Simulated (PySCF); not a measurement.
A PySCF script (with the pyscf-properties extension) for the NMR shieldings of SMILES FC(F)=C(F)[C@H]1CC[CH2][AlH]1, C6H8AlF3, on a PBE0-D3(BJ)/def2-SVP geometry:

```python
import basis_set_exchange as bse
import numpy as np
from pyscf import gto, dft
from pyscf.prop import nmr

atoms = """
F     1.448052    0.891547    1.790784
C     2.350515    0.539671    0.832131
F     3.541679    0.424447    1.341489
C     1.931018    0.357068   -0.419986
F     2.843444    0.001305   -1.331064
C     0.511939    0.465330   -0.791244
C    -0.201437   -0.905009   -0.938109
C    -1.663282   -0.827216   -0.474278
C    -1.761962   -0.217242    0.936748
Al   -0.511896    1.285751    0.725766
H     0.435869    1.051980   -1.723826
H    -0.137010   -1.292828   -1.968249
H     0.321997   -1.640421   -0.301016
H    -2.124701   -1.828631   -0.531594
H    -2.228278   -0.199786   -1.189878
H    -1.407551   -0.944265    1.690699
H    -2.796945    0.038961    1.212136
H    -0.575230    2.811717    1.156556
"""
names = dict.fromkeys(["F", "C", "Al", "H"], "pcSseg-1")
basis = {el: gto.basis.parse(bse.get_basis(n, elements=[el], fmt="nwchem")) for el, n in names.items()}
mol = gto.M(atom=atoms, basis=basis, charge=0, verbose=0)
mf = dft.RKS(mol, xc="PBE0")
mf.grids.level = 2
mf.grids.alignment = dft.numint.BLKSIZE   # the property module wants whole blocks of grid points
mf.conv_tol = 1e-9
mf.kernel()

calc = nmr.RKS(mf)   # GIAO
C = mf.mo_coeff
Co = C[:, mf.mo_occ > 0]
resp = mf.gen_response(singlet=True, hermi=2)
def vind(x):   # induced exchange potential for any number of trial vectors
    d = np.einsum("pi,xij,qj->xpq", C, 2 * x.reshape(-1, C.shape[1], Co.shape[1]), Co, optimize=True)
    return np.einsum("xpq,pi,qj->xij", resp(d - d.transpose(0, 2, 1)), C, Co, optimize=True).ravel()
mo1, _ = nmr.rhf.solve_mo1(calc, with_cphf=vind)
sigma = calc.kernel(mo1)
for i, s in enumerate(sigma):   # ppm
    print("%2d %-2s %9.2f" % (i, mol.atom_pure_symbol(i), np.trace(s) / 3))
```

**Question.** Give the expected output.

**Answer.** 
```
 0 F     322.12
 1 C      19.51
 2 F     287.70
 3 C      40.18
 4 F     332.83
 5 C     163.76
 6 C     145.20
 7 C     155.39
 8 C     175.57
 9 Al    314.91
10 H      30.04
11 H      28.54
12 H      30.21
13 H      29.03
14 H      30.28
15 H      31.25
16 H      30.72
17 H      26.16
```

These numbers come from an equivalent density-fitted implementation of the same equations, which agrees with the script to about 0.01 ppm for H and up to a few tenths of a ppm for heavy atoms, so last digits may differ.

**Question.** Turn these shieldings into chemical shifts. Referencing at the same level of theory: ¹⁹F (σ = 177.25 ppm) against CFCl3; ¹³C (σ = 184.41 ppm), ¹H (σ = 31.27 ppm) against TMS; AlH4- for ²⁷Al (σ = 489.28 ppm).

**Answer.** Averaging equivalent atoms: F 2: -110.5; F 0: -144.9; F 4: -155.6; C 1: 164.9; C 3: 144.2; C 6: 39.2; C 7: 29.0; C 5: 20.7; C 8: 8.8; Al 9: 174.4; H 17: 5.11; H 11: 2.72; H 13: 2.24; H 10: 1.22; H 12: 1.06; H 14: 0.99; H 16: 0.55; H 15: 0.02 ppm. Unscaled 19F shifts against computed CFCl3 carry errors that often reach 10 to 50 ppm.

Size and cost of the density-fitted run: 217 basis functions, 83 s wall time on 1 thread of an Arm Neoverse N1, shared host; peak memory 1.1 GiB.
